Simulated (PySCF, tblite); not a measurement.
Isomers of C6H12FNSi, one GFN2-xTB conformer each. Single-point energies are computed at PBE0/pcSseg-1 (PySCF, gas phase, no added dispersion term), electronic only.

Question: Rank them by PBE0/pcSseg-1 energy, lowest first (kJ/mol).
A. `[CH3:1][CH:2]([CH3:3])[SiH2:4][CH2:5][C@H:6]([F:7])[C:8]#[N:9]` with C1–C2–Si4–C5 -59°, C2–Si4–C5–C6 -170°, Si4–C5–C6–F7 -54°
B. `[CH2:1]=[C:2]([F:3])[Si@@H:4]1[CH2:5][C@@H:6]1[N:7]([CH3:8])[CH3:9]` with C1–C2–Si4–C5 36°, C5–C6–N7–C8 75°
C. `[CH3:1][CH:2]([CH3:3])[CH2:4][SiH2:5][C@H:6]([F:7])[C:8]#[N:9]` with C1–C2–C4–Si5 -59°, C2–C4–Si5–C6 -168°, C4–Si5–C6–F7 64°
D. `[CH:1]#[C:2][CH2:3][C@@H:4]([CH2:5][CH2:6][F:7])[NH:8][SiH3:9]` with C2–C3–C4–C5 64°, C3–C4–C5–C6 -173°, C4–C5–C6–F7 -175°, C3–C4–N8–Si9 86°
E. `[CH3:1][C@@H:2]([SiH3:3])[CH2:4][CH2:5][C@H:6]([F:7])[C:8]#[N:9]` with C1–C2–C4–C5 173°, C2–C4–C5–C6 -177°, C4–C5–C6–F7 -174°
F. `[CH3:1][SiH:2]([CH3:3])[CH2:4][CH2:5][C@H:6]([F:7])[C:8]#[N:9]` with C1–Si2–C4–C5 57°, Si2–C4–C5–C6 179°, C4–C5–C6–F7 -175°

Answer: F (0.0), A (57.7), C (68.7), E (88.6), D (183.2), B (214.6).

As drawn, the lowest has a C≡N group, which the highest lacks; the highest has a three-membered ring and a C=C bond outside aromatic rings, which the lowest lacks. GFN2-xTB itself gives, in the same order: 52.4, 32.6, 22.0, 14.6, 0.0, 157.5. GFN2-xTB puts C#CC[C@@H](CCF)N[SiH3] lowest instead; measured from each level's own lowest isomer, the values differ by up to 183.2 kJ/mol (C#CC[C@@H](CCF)N[SiH3]: 0.0 against 183.2).

Question: Which frontier levels, dipoles and rotational constants go with these structures?

Answer: 
```csv
SMILES,"HOMO (eV, PBE0/pcSseg-1)",LUMO (eV),dipole (D),"A, B, C (MHz)"
C[SiH](C)CC[C@H](F)C#N,-8.66,-0.12,3.58,"2289, 573.5, 539.4"
CC(C)[SiH2]C[C@H](F)C#N,-8.41,-0.14,4.08,"3163, 551.8, 504.1"
CC(C)C[SiH2][C@H](F)C#N,-8.61,-0.38,3.61,"2167, 650.4, 626.0"
C[C@@H]([SiH3])CC[C@H](F)C#N,-8.59,-0.17,3.37,"2277, 622.2, 507.4"
C#CC[C@@H](CCF)N[SiH3],-7.05,0.35,1.87,"1083, 985.0, 549.5"
C=C(F)[Si@@H]1C[C@@H]1N(C)C,-6.21,-0.58,2.11,"2242, 879.7, 753.9"
```

Question: What happens when harmonic zero-point energies from GFN2-xTB frequencies are added?

Answer: 
```csv
SMILES,ZPE (kJ/mol),electronic (kJ/mol),with ZPE (kJ/mol)
C[SiH](C)CC[C@H](F)C#N,433.8,0.0,0.0
CC(C)[SiH2]C[C@H](F)C#N,432.6,57.7,56.4
CC(C)C[SiH2][C@H](F)C#N,432.3,68.7,67.2
C[C@@H]([SiH3])CC[C@H](F)C#N,428.4,88.6,83.1
C#CC[C@@H](CCF)N[SiH3],424.4,183.2,173.7
C=C(F)[Si@@H]1C[C@@H]1N(C)C,435.4,214.6,216.1
```

The zero-point energies span 11.0 kJ/mol. The order is unchanged.
